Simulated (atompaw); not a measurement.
# Xe: one change to a PAW (atompaw) potential, before and after

| Property | Result |
| --- | --- |
| Element | xenon (Xe) |
| Generator | atompaw 4.2.0.5 |
| Type | PAW |
| Functional | PBE |
| Relativity | scalar-relativistic |
| Frozen core | [Kr] 4d10 |
| Valence charge | 8 |
| Reference configuration | 5s2 5p6 |
| Partial waves | 5s (bound): rc 1.65 bohr; 5s channel at 1 Ry: rc 1.65 bohr; 5p (bound): rc 1.65 bohr; 5p channel at 1.2 Ry: rc 1.65 bohr |
| Local potential | bessel scheme, radius 1.50 bohr |
| Core correction | smooth core density matched at 1.65 bohr |
| Augmentation charge | sinc compensation charge, radius 1.30 bohr; PAW radius 1.65 bohr; waves and projectors: custom polynom2 7 10 vanderbiltortho |

Change: augmentation sinc compensation charge, radius 1.30 bohr; PAW radius 1.65 bohr; waves and projectors: custom rrkj gramschmidtortho.

Cutoffs: the cutoffs (Ry, on a coarse ladder) from which the occupation-weighted sum of valence levels, in a spherical-Bessel basis at the reference potential, stays within 10 and 1 mRy of its value at 400 Ry; they do not see the model core or the augmentation charge, which bear on the density cutoff.

Q: What does the change do?

A: The potential gets harder (21 Ry and 30 Ry → 21 Ry and 40 Ry); both files keep a bound ghost (d); the range in which the s phases agree widens (upper end 1.4 → at the end of the scan); the range in which the p phases agree widens (upper end 2.7 → 3.9).

```csv
quantity,base,changed
"cutoff, loose",21 Ry,21 Ry
"cutoff, tight",30 Ry,40 Ry
loose cutoff by channel (10 mRy a level),"s 15 Ry, p 6 Ry","s 12 Ry, p 15 Ry"
bound ghosts,d,d
s: phases at 1.66 bohr within 0.05 rad from the reference energy up to (Ry; the scan ends near 5),1.4,to the end of the scan
p: phases at 1.66 bohr within 0.05 rad from the reference energy up to (Ry; the scan ends near 5),2.7,3.9
lowest overlap eigenvalue by channel,"s 0.13, p 0.27","s 0.46, p 0.58"
```

 A true bound ghost makes a file unfit for plane-wave use even where its test errors are small: the radial tests pick states by their node count and pass the ghost by. The cutoffs see the waves, projectors and local potential, not the compensation charge or the core.
